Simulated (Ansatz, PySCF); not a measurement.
Species: carbon diselenide, CSe$_{2}$, charge 0, multiplicity 1. 
Geometry from a B3LYP-D3(BJ)/def2-TZVP (Ansatz, a quantum-chemistry and plane-wave program) optimisation:
SMILES: [Se]=C=[Se]
```xyz
3

Se     0.0000     0.0000    -1.6965
C      0.0000     0.0000     0.0000
Se     0.0000     0.0000     1.6965
```

Quantity: atomisation energy (electronic, to ground-state atoms), in eV. Valence correlation only, unless marked. Open shells are spin-unrestricted. Spin-orbit coupling is left out. The frozen core is the preceding noble-gas configuration, with the filled d and f shells of earlier blocks. No relativistic terms. The coupled-cluster limit lacks core correlation, which all-electron functionals hold. Basis-set limits of correlation are two-point, X^-3; Hartree-Fock from the larger set.

| level | program | atomisation energy (eV) |
|---|---|---|
| HF-D3(BJ)/def2-TZVPD | PySCF + dftd3 | … |
| BLYP-D4/def2-TZVPD | Ansatz + dftd4 | 10.71 |
| BP86/def2-TZVPD | PySCF | … |
| TPSS-D3(BJ)/def2-TZVPD | PySCF + dftd3 | 10.71 |
| B3LYP-D3(BJ)/def2-TZVPD | Ansatz + dftd3 | 10.25 |
| PBE0/STO-3G | Ansatz | 12.52 |
| PBE0-D3(BJ)/def2-TZVPD | Ansatz + dftd3 | 10.39 |
| r2SCAN0/def2-TZVPD | Ansatz | … |
| MN15-D3(BJ)/def2-TZVPD | PySCF + dftd3 | 9.92 |
| wB97X-V/def2-TZVPD | Ansatz | … |
| B2GP-PLYP/def2-TZVPD | Ansatz | 10.07 |
| B2PLYP/def2-TZVPD | Ansatz | 10.19 |
| CCSD(T)/CBS(cc-pVTZ,cc-pVQZ) | Ansatz | 10.06 |

Task: Some entries are withheld; supply them.

Result: 
- HF-D3(BJ)/def2-TZVPD, atomisation energy (eV): 5.83
- BP86/def2-TZVPD, atomisation energy (eV): 11.02
- r2SCAN0/def2-TZVPD, atomisation energy (eV): 9.86
- wB97X-V/def2-TZVPD, atomisation energy (eV): 9.94
